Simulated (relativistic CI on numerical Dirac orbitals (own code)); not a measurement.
Eu²⁺: calculation against measurement

Calculated at this level of theory: Dirac-Coulomb-Breit CI, KLI orbitals optimised for each configuration, model QED (radiative potential, 1s self-energy scaled to tabulated hydrogen-like ionisation energies), valence Slater integrals scaled by 0.85, P86 correlation estimate, and configurations built on the next ion tied to the tabulated ionisation energy (semi-empirical) (own radial code, finite nucleus).

Configurations in the expansion (outside the closed core [Xe]): 4f⁷, 4f⁶5d, 4f⁶6s, 4f⁶6p, 4f⁶7s, 4f⁵6s², 4f⁶7p. Levels of other configurations are missing.

```tsv
Configuration	Term (tabulated)	J	Measured (cm⁻¹)	Computed	Error	Purity (%)
4f⁷	8S°	7/2	0.0	0	0	98
4f⁷	6P°	7/2	28200.1	28093	-107	78
4f⁷	6I°	17/2	32073.3	30954	-1119	96
4f⁷	6I°	11/2	32179.5	31096	-1083	97
4f⁷	6I°	15/2	32307.8	31206	-1101	98
4f⁶5d	8D	3/2	35627.4	38188	2561	66
4f⁶5d	8D	7/2	38229.1	40236	2007	90
4f⁶5d	8D	9/2	39225.7	41219	1994	93
4f⁶5d	8P	5/2	39769.1	44791	5022	91
4f⁶5d	8D	11/2	40133.1	42181	2047	94
4f⁶5d	8P	7/2	40870.6	46012	5142	63
4f⁶5d	8P	9/2	42084.2	46857	4772	95
4f⁶5d	6P	7/2	42530.9	45371	2840	61
4f⁶5d	8F	13/2	42850.1	45501	2651	57
4f⁶5d	6H	5/2	43395.8	46648	3253	94
4f⁶5d	6H	7/2	43885.3	47245	3359	94
4f⁶5d	6H	9/2	44553.8	47952	3399	94
4f⁶5d	6H	11/2	45313.8	48742	3428	93
4f⁶6s	8F	1/2	46096.4	51629	5532	93
4f⁶5d	6H	13/2	46150.8	49596	3445	90
4f⁶6s	8F	3/2	46519.3	52065	5546	93
4f⁶5d	6H	15/2	47069.9	50518	3448	86
4f⁶6s	8F	5/2	47173.3	52731	5558	94
4f⁶6s	8F	7/2	47993.8	53557	5564	95
4f⁶6s	6F	1/2	48259.6	54145	5885	92
4f⁶6s	6F	3/2	48828.9	54809	5980	82
4f⁶6s	8F	9/2	48925.2	54486	5561	96
4f⁶5d	6F	11/2	49086.1	53933	4847	85
4f⁶6s	6F	5/2	49610.8	55634	6023	83
4f⁶5d	6G	5/2	49905.6	54191	4286	79
4f⁶6s	8F	11/2	49926.0	55477	5551	96
4f⁶5d	6D	9/2	49956.7	53847	3891	56
4f⁶6s	6F	7/2	50805.6	56684	5878	95
4f⁶6s	8F	13/2	50965.3	56495	5530	94
4f⁶6s	6F	9/2	51848.2	57785	5937	96
4f⁶6s	6F	11/2	52960.1	58911	5951	95
```

Measured levels from Martin, Zalubas and Hagan, Atomic Energy Levels: The Rare-Earth Elements, NSRDS-NBS 60 (1978); pairs were made by configuration, J and term (by order where the table uses no LS term), so strongly mixed levels may be paired wrongly. Some J values or terms of the table were assigned by a fit.

Mean error by configuration (cm⁻¹): 4f⁷ -853; 4f⁶5d 3466; 4f⁶6s 5730. Over the excited levels the mean absolute error is 4009 cm⁻¹ (35 of the 51 excited levels that our extract of the source holds in range could be paired, and the others can miss by more), and the median relative error of those above 1,000 cm⁻¹ is 8.6 %. Some levels of the ground configuration have no partner.
